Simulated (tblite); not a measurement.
Species: C₄H₉N₃Si.
Atom-mapped SMILES: `[CH3:1][SiH:2]([CH3:3])[n:4]1[n:5][cH:6][cH:7][n:8]1` (hydrogens: H9, H10, H11 on C1; H12 on Si2; H13, H14, H15 on C3; H16 on C6; H17 on C7)

The geometry is computed with GFN2-xTB (gas phase).

Problem. What internal coordinates does the optimisation give?

Solution. 
```tsv
bond	length (Å)
C1–Si2, Si2–C3	1.897
Si2–N4	1.775
N4–N5, N4–N8	1.321
N5–C6, C7–N8	1.319
C6–C7	1.402
C1–H9 and 5 like bonds	1.086
Si2–H12	1.463
C6–H16, C7–H17	1.070
```

Bonds in one row agree within 0.01 Å and their mean is given. A selection of angles:
```tsv
angle	degrees
Si2–C1–H9	110.6
H9–C1–H10	107.5
C1–Si2–C3	111.8
C1–Si2–N4	105.8
C1–Si2–H12	114.8
C3–Si2–N4	107.0
C3–Si2–H12	113.5
N4–Si2–H12	102.9
Si2–N4–N5	122.5
Si2–N4–N8	123.9
N5–N4–N8	113.6
N4–N5–C6	105.4
N5–C6–C7	107.8
N5–C6–H16	122.1
C7–C6–H16	130.1
```

Dihedral angles: C1–Si2–N4–N5 49° (synclinal). The mirror-image conformer, all signs reversed, is as good.

Si2 (SiH silicon) is distorted tetrahedral (angles from 102.9° to 114.8°). The 5-membered ring N4–N5–C6–C7–N8 has internal angles of 105.4° to 113.6° (sum 540°, against 540° for a flat polygon); it is planar, 0.00 Å rms from its mean plane, widest ring torsion 0°. N4 (pyrrole-type nitrogen) is planar (angles 123.9°, 122.5° and 113.6°, sum 360.0°, 0.01 Å off the plane of its three neighbours).

Point group: C1 (no symmetry element, even within 0.4 Å). Its lowest GFN2-xTB frequency is 4 cm⁻¹, too small to tell a flat minimum from a shallow saddle. The numbers are those of one conformer.

The run took 0.95 s on one thread of an Arm Neoverse V1, no GPU (shared host). This is the geometry optimisation.
